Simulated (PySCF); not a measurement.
Peak assignment

Structure with atom numbers: `[CH3:1][NH:2][c:3]1[cH:4][cH:5][cH:6][cH:7][cH:8]1`; H(Xn) means a hydrogen on atom n.

[PySCF: NMR shieldings at PBE0/pcSseg-1/GIAO; GFN2-xTB structure; single conformer; in vacuum; no relativistic terms; fast rotation and ring inversion assumed for equivalent nuclei]

Chemical shifts δ = σref − σ; ¹³C (σ = 186.93 ppm), ¹H (σ = 31.72 ppm) against TMS, all at this level.

Question: Assign these signals to the numbered atoms. ¹³C{¹H} NMR (computed): δ 153.7 (C), 135.0 (CH), 121.5 (CH), 115.1 (CH), 31.9 (CH3).

Answer: 
| δ (ppm) | atoms | environment | reason |
| --- | --- | --- | --- |
| 153.7 | C3 | aromatic carbon bearing nitrogen | an ipso carbon deshielded by its heteroatom |
| 135.0 | C5/C7 | aromatic CH | the aromatic region |
| 121.5 | C6 | aromatic CH | – |
| 115.1 | C4/C8 | aromatic CH | π donation from the O or N substituent raises the electron density at positions ortho and para to it |
| 31.9 | C1 | methyl carbon bonded to N | pulled downfield by the heteroatom |

Question: Assign these signals to the numbered atoms. ¹H NMR (400 MHz, computed): δ 7.45 (m, 2H), 6.89 (t, 1H), 6.64 (d, 2H), 3.10 (br s, 1H), 2.94 (s, 3H).

Answer: 
```tsv
δ (ppm)	atoms	environment	reason
7.45	H(C5)/H(C7)	hydrogen on an aromatic CH	aromatic region
6.89	H(C6)	hydrogen on an aromatic CH	–
6.64	H(C4)/H(C8)	hydrogen on an aromatic CH	–
3.10	H(N2)	hydrogen on an aniline-type nitrogen	exchangeable, gas-phase position
2.94	H(C1)	hydrogen on a methyl carbon bonded to N	its carbon carries N, which withdraws density
```

OH and NH positions are those of a molecule without intermolecular hydrogen bonds; in solution they move with solvent, concentration and temperature, and exchange usually removes their couplings. Shifts are as computed. Against solution values, carbons near 30 ppm lie about +3 ppm off and those near 130 ppm about +5 ppm. Of 1211 compounds with measured shifts, 218 miss one by over three times the rms of a fit or turn the order of signals round; such compounds aren't used in these exercises. Multiplicities follow the n + 1 count of equivalent neighbours, as no J values were calculated; m marks all less simple cases, F and P coupling included.
